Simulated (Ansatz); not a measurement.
`O[SiH2][GeH3]` → `[GeH3]`• + `O[SiH2]`•  (homolysis of the Ge–Si bond)

Isolated molecules relaxed with PBE0-D4/def2-TZVP in Ansatz; ΔE leaves out vibrations. CBS: MP2 limit from def2 TZ/QZ plus the TZ coupled-cluster correction, frozen cores. This one scheme is used for every species. DFT in def2-TZVPP. Open shells (•) are unrestricted, without spin–orbit coupling. For Ge outer-core shells are correlated without core-valence functions, which leaves a few kJ/mol of doubt a bond. Scalar relativity is left out up to krypton. Each species was taken in one conformer, which may not be the lowest.

`O[SiH2][GeH3]`:

Cartesian coordinates in Å:
```
O -1.167 -0.571 1.456
Si -0.914 0.190 0.011
Ge 1.399 -0.030 -0.480
H -2.059 -0.575 1.807
H -1.736 -0.422 -1.073
H -1.295 1.630 0.085
H 1.708 0.660 -1.820
H 1.802 -1.509 -0.596
H 2.261 0.628 0.610
```

`[GeH3]`•:

Cartesian coordinates in Å:
```
Ge 0.128 0.280 0.171
H 1.288 -0.707 -0.048
H -0.444 0.769 -1.172
H -0.972 -0.342 1.049
```

`O[SiH2]`•:

Z-matrix (Å, degrees):
```
Si
O 1 1.652
H 1 1.497 2 111.2
H 1 1.488 2 105.6 3 119.9
H 2 0.958 1 117.3 3 51.8
```

CCSD(T)/CBS gives +77.9 kcal/mol.

Q: Another level gave +73.2 kcal/mol. Which?
A. HF/def2-TZVPP
B. LDA (SPW92)/def2-TZVPP
C. BHLYP-D4/def2-TZVPP
D. BHLYP/def2-TZVPP

A: C. BHLYP-D4 73.2, BHLYP 70.7, LDA (SPW92) 82.5, HF/def2-TZVPP 54.2 kcal/mol.

Largest T1 diagnostic among the species: 0.015.

From PBE to PBE0 (25 % exact exchange), in def2-TZVPP and without D4, ΔE moves by +1.0 kcal/mol. In def2-TZVPP, CCSD(T) changes the Hartree–Fock value by +20.8 kcal/mol (the triples alone add +1.3 kcal/mol) and MP2 by +21.3 kcal/mol; breaking electron pairs costs correlation energy, which Hartree–Fock lacks.
